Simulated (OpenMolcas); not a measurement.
# 3d2 ions of rising charge with 4 chloride ligands in tetrahedral coordination

- Program: OpenMolcas
- Method: CASSCF
- Spin-orbit coupling: RASSI with atomic mean-field integrals over the reference wave functions

The d shell is active. Anionic complexes are neutralised by point charges behind the ligands. Distances were set from a Shannon-type radius of the metal (high-spin where two are listed) plus a fixed donor radius (Cl 1.76 Å). Ligand basis ANO-RCC-VDZP, DKH2 Hamiltonian. States (labels of Td). Energies in cm-1 above the lowest state or level, χT in cm3 K/mol. Spin-only χT is S(S+1) / 2 for the spin of the ground state.

```json
{"Ion": "Ti2+", "Shell": "3d2", "R (Å)": "2.49", "Metal basis": "ANO-RCC-VDZP", "Outer charge (e at Å behind ligand)": "0.5 at 2.8", "Ground state": "3A2", "First state of that spin": "3T2 2990", "First gap with spin-orbit (degeneracies)": "2953 (3, 1)", "χT at 300 K": "1.039", "First state of another spin": "1E 11507", "Spin-only χT": "1.000"}
{"Ion": "V3+", "Shell": "3d2", "R (Å)": "2.27", "Metal basis": "ANO-RCC-VTZP", "Outer charge (e at Å behind ligand)": "0.25 at 2.4", "Ground state": "3A2", "First state of that spin": "3T2 5437", "First gap with spin-orbit (degeneracies)": "5385 (3, 1)", "χT at 300 K": "0.975", "First state of another spin": "1E 13801", "Spin-only χT": "1.000"}
{"Ion": "Cr4+", "Shell": "3d2", "R (Å)": "2.17", "Metal basis": "ANO-RCC-VDZP", "Outer charge (e at Å behind ligand)": "", "Ground state": "3A2", "First state of that spin": "3T2 8422", "First gap with spin-orbit (degeneracies)": "8383 (3, 1)", "χT at 300 K": "0.960", "First state of another spin": "1E 14207", "Spin-only χT": "1.000"}
```

The rows also differ in their metal basis and outer charges, so part of each step comes from that.

χT departs most from the spin-only value for Cr4+, by -0.040 cm3 K/mol.

Without dynamic correlation the repulsion within the d shell is too large (B by tens of per cent), so at a given field states of lower spin stand too high. Ligand-to-metal charge-transfer states are missing. With no ligand orbital active B as a rule stays too high, so bands that hang on it stand too high and its fall with covalency is understated. With metal d orbitals alone and no dynamic correlation the field as a rule comes out too small, by tens of per cent, by up to half for chloride and softer ligands. The least metal-like active orbital is 76 % on the metal (Löwdin) and no ligand orbital is active, so the numbers are rough (holds for Cr4+). No measured value stands beside these numbers; the geometry was imposed, not optimised, and the real ion may take another.
